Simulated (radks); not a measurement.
Question: Re III, configuration [Xe] 4f14 5d5 (the NIST ground configuration). All-electron calculation, Dirac Kohn-Sham, LDA (Slater exchange, VWN5 correlation), spin-unpolarised, spherical densities, point nucleus; open shells are shared between the two j in proportion to 2j + 1. Program: a radial shooting solver on a logarithmic mesh with Libxc functionals. Some entries of the table are withheld. Estimate them.

orbital,occ.,eigenvalue (eV),r(max) (bohr)
1s1/2,2,-71520.48,0.01124
2s1/2,2,(1),0.06476
2p1/2,2,-11874.81,0.04803
2p3/2,4,-10436.52,0.05498
3s1/2,2,-2884.538,0.1824
3p1/2,2,-2646.859,0.1706
3p3/2,4,-2334.594,0.1849
3d3/2,4,-1934.411,0.1445
3d5/2,6,-1866.579,0.1484
4s1/2,2,-614.5124,0.4132
4p1/2,2,-515.4165,0.4124
4p3/2,4,-442.3217,0.4425
4d3/2,4,-279.4156,0.4381
4d5/2,6,-265.9105,0.4476
5s1/2,2,-102.0322,0.9376
5p1/2,2,(2),1.002
5p3/2,4,(3),1.086
4f5/2,6,-60.6161,0.4136
4f7/2,8,-58.0999,0.4185
5d3/2,2,-22.3208,1.386
5d5/2,3,-21.3305,1.429
6s1/2,0,-20.4253,2.393
6p1/2,0,-14.4833,2.814
6p3/2,0,-13.2296,3.043

Answer: 
(1) 2s1/2 eigenvalue (eV): -12406.61
(2) 5p1/2 eigenvalue (eV): -71.9621
(3) 5p3/2 eigenvalue (eV): -60.8581
